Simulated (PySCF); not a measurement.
Two-dimensional NMR puzzle

Compound of formula C₆H₁₁NO₂Si. Correlations simulated from computed shifts and the bond graph:

HSQC (one-bond C–H):
```
  δH     δC
6.37  140.3
5.84  128.4
5.72  128.4
4.84   63.1
3.59   58.7
3.58   91.5
```

COSY cross peaks (H two or three bonds apart, from the bond graph; peaks can be absent where the dihedral angle is near 90°):
```
  δH    δH
6.37  5.84
6.37  5.72
6.37  3.58
5.84  5.72
4.84  3.58
```

HMBC (two and three bonds, from the bond graph):
```
  δH                               δC
6.37                128.4, 91.5, 63.1
5.84                      140.3, 91.5
5.72                      140.3, 91.5
4.94                             63.1
4.84               140.3, 122.3, 91.5
3.59                             91.5
3.58  140.3, 128.4, 122.3, 63.1, 58.7
```

Carbons without hydrogens: δ 122.3.

Computed data (PySCF): shielding tensors at PBE0/pcSseg-1 (GIAO), GFN2-xTB geometry. No relativistic terms, one conformer, isolated molecule, fast rotation and ring inversion assumed for equivalent nuclei.

Referencing at the same level of theory: TMS for $^{1}$H and $^{13}$C.

Exchangeable hydrogens are left out of these lists.

Assemble the structure.

## Answers

`InChI=1S/C6H11NO2Si/c1-3-5(8-2)6(4-7)9-10/h3,5-6H,1H2,2,10H3/t5-,6+/m1/s1`.

Mapped SMILES: `[CH2:1]=[CH:2][C@@H:3]([O:4][CH3:5])[C@H:6]([C:7]#[N:8])[O:9][SiH3:10]`. Each H is labelled by its parent atom. Ha(C1) is cis to C3; Hb(C1) is trans to C3.

1. δC 140.3 is C2, an alkene CH (δH 6.37).
2. δC 128.4 is C1, a terminal =CH2 carbon (δH 5.84, 5.72).
3. δC 122.3 is C7, a nitrile carbon.
4. δC 91.5 is C3, an allylic sp3 CH bonded to O (δH 3.58).
5. δC 63.1 is C6, an sp3 CH bonded to O, α to a nitrile (δH 4.84).
6. δC 58.7 is C5, a methyl carbon bonded to O (δH 3.59).
7. HMBC from δH 4.84 reaches the proton-free carbon C7.
8. HMBC from δH 3.58 reaches the proton-free carbon C7.
9. COSY links 6.37–5.84, 6.37–5.72, 6.37–3.58, 5.84–5.72, 4.84–3.58.

This is the structure that produced the data.

Shifts are as computed. Against solution values, carbons near 30 ppm lie about +3 ppm off and those near 130 ppm about +5 ppm. Of 1211 compounds with measured shifts, 218 miss one by over three times the rms of a fit or turn the order of signals round; such compounds aren't used in these exercises.
